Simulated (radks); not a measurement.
Results of a calculation; reference values are marked as such.
Valence configurations of Er2+ (all share [Xe]). Level of theory: Dirac Kohn-Sham, PBE, spin-unpolarised, spherical densities, point nucleus; open shells fill j = l - 1/2 first (a radial shooting solver on a logarithmic mesh with Libxc functionals). Energies are relative to 4f12; eigenvalues in eV.

4f12: E (eV) 0.000; e(4f5/2) -17.961; e(4f7/2) -16.877
4f11.5 5d0.5: E (eV) 2.121; e(4f5/2) -20.968; e(4f7/2) -19.850; e(5d3/2) -14.513
4f11 6s1: E (eV) 5.228; e(4f5/2) -26.939; e(4f7/2) -25.786
4f11 5d1: E (eV) 5.379; e(4f5/2) -24.209; e(4f7/2) -23.058; e(5d3/2) -15.325
4f10 6s2: E (eV) 18.092; e(4f5/2) -37.350; e(4f7/2) -36.127
4f9.5 5d2.5: E (eV) 23.052; e(4f5/2) -35.073; e(4f7/2) -33.821; e(5d3/2) -17.715
4f10 5d0.5 6p1.5: E (eV) 24.468; e(4f5/2) -37.363; e(4f7/2) -36.141; e(5d3/2) -21.164; e(6p1/2) -14.351
4f10 6p2: E (eV) 28.049; e(4f5/2) -39.460; e(4f7/2) -38.236; e(6p1/2) -15.061
4f9.5 6s0.5 6p2: E (eV) 38.277; e(4f5/2) -45.059; e(4f7/2) -43.799; e(6p1/2) -15.726
4f9.5 6p2.5: E (eV) 41.405; e(4f5/2) -45.728; e(4f7/2) -44.467; e(6p1/2) -16.031; e(6p3/2) -15.058

NIST lists [Xe] 4f12 as the ground configuration; this level of theory agrees among the configurations tried. The energies are those of spherical spin-averaged densities, not of single terms.
